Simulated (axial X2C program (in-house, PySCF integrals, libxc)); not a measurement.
# Bond lengths and stretching modes, held linear, of HSeH

Computed with an axial X2C code built on PySCF integrals: two-component X2C with atomic mean-field Coulomb and Gaunt terms, Gaussian nuclei, basis H dyall-v3z, Se dyall-v3z with contracted cores. Spin-free rows use the one-electron spin-free X2C Hamiltonian.

Masses H 1.008, Se 79.917, H 1.008 u. States: 2c Ω = 0 (all partner blocks equally filled); spin-free M_S = 0, Λ = 0 (closed shell).

BHandHLYP, spin-free: energies above the lowest point

| r(H–Se) (Å) | r(Se–H) (Å) | E (meV) |
| --- | --- | --- |
| 1.3874 | 1.3874 | 15.70 |
| 1.3874 | 1.4230 | 8.61 |
| 1.3874 | 1.4586 | 33.34 |
| 1.4230 | 1.3874 | 8.61 |
| 1.4230 | 1.4230 | 0.00 |
| 1.4230 | 1.4586 | 23.22 |
| 1.4230 | 1.4942 | 73.08 |
| 1.4586 | 1.3874 | 33.34 |
| 1.4586 | 1.4230 | 23.22 |
| 1.4586 | 1.4586 | 44.94 |
| 1.4942 | 1.4230 | 73.08 |
| 1.4942 | 1.4942 | 140.09 |

Task: Fit a quadratic surface with cubic terms in each bond: where is the minimum, and what are the two stretching wavenumbers?

Result: At BHandHLYP, spin-free: bonds 1.414 and 1.414 Å; harmonic stretches 2597.4 and 2752.7 cm⁻¹; force constants 4.2, 4.2 and coupling -0.19 mdyn/Å.

The other levels and Hamiltonians give:

```json
{"Hamiltonian": "2c", "level": "PBE0", "r(H–Se) (Å)": "1.421", "r(Se–H) (Å)": "1.421", "lower stretch (cm⁻¹)": "2555.1", "upper stretch (cm⁻¹)": "2709.6"}
{"Hamiltonian": "2c", "level": "HF", "r(H–Se) (Å)": "1.414", "r(Se–H) (Å)": "1.414", "lower stretch (cm⁻¹)": "2646.0", "upper stretch (cm⁻¹)": "2789.4"}
{"Hamiltonian": "2c", "level": "BHandHLYP", "r(H–Se) (Å)": "1.414", "r(Se–H) (Å)": "1.414", "lower stretch (cm⁻¹)": "2595.3", "upper stretch (cm⁻¹)": "2748.3"}
{"Hamiltonian": "2c", "level": "MP2", "r(H–Se) (Å)": "1.422", "r(Se–H) (Å)": "1.422", "lower stretch (cm⁻¹)": "2573.7", "upper stretch (cm⁻¹)": "2734.4"}
{"Hamiltonian": "spin-free", "level": "PBE0", "r(H–Se) (Å)": "1.421", "r(Se–H) (Å)": "1.421", "lower stretch (cm⁻¹)": "2557.6", "upper stretch (cm⁻¹)": "2714.3"}
{"Hamiltonian": "spin-free", "level": "HF", "r(H–Se) (Å)": "1.413", "r(Se–H) (Å)": "1.413", "lower stretch (cm⁻¹)": "2647.9", "upper stretch (cm⁻¹)": "2792.9"}
{"Hamiltonian": "spin-free", "level": "MP2", "r(H–Se) (Å)": "1.421", "r(Se–H) (Å)": "1.421", "lower stretch (cm⁻¹)": "2576.1", "upper stretch (cm⁻¹)": "2738.3"}
```

Each state is one determinant, the lowest of a limited PBE0 search; the stretches come from a fit to these few points and carry an uncertainty of a few per cent. Other orders of the atoms were not compared. MP2 freezes inner shells (threshold -2 hartree). The molecule was held linear; bending was not examined, so a bent shape may lie lower. Hydrosulfides and their kin are strongly bent in nature, so this linear model does not describe the real molecule.
